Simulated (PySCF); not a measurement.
C₂H₇Al, SMILES [CH3][AlH][CH3] (connectivity only; charge and spin as stated), charge -1, multiplicity 2. Geometry optimised at B3LYP-D3(BJ)/def2-SVPD. The multiplicity is an assumed one; other spin states were not compared. The isomer is the one that the SMILES or the coordinates give; other isomers of the formula were not compared.

Calculation: B3LYP-D3(BJ)/def2-SVPD (PySCF).

Harmonic wavenumbers (cm⁻¹): 122, 132, 154, 419, 461, 509, 530, 577, 684, 708, 718, 1149, 1150, 1410, 1414, 1414, 1422, 1646, 2943, 2944, 3017, 3019, 3045, 3045. Rotational constants (GHz): 16.13, 5.273, 4.294; symmetry number 1.

Q: Work out the zero-point energy and the ideal-gas rigid-rotor harmonic-oscillator thermochemistry at 298.15 K and 1 atm.

A: ZPE = ½ Σ hcν = ½ × 32632 cm⁻¹ = 46.65 kcal/mol. H − E(el) = 51.25 kcal/mol. Entropy in cal/(mol K): translation 38.10, rotation 24.29, vibration 13.06, spin 1.38, total 76.82. G − E(el) = 28.34 kcal/mol. Cp = 23.36 cal/(mol K). Modes under 150 cm⁻¹ make the vibrational entropy uncertain.
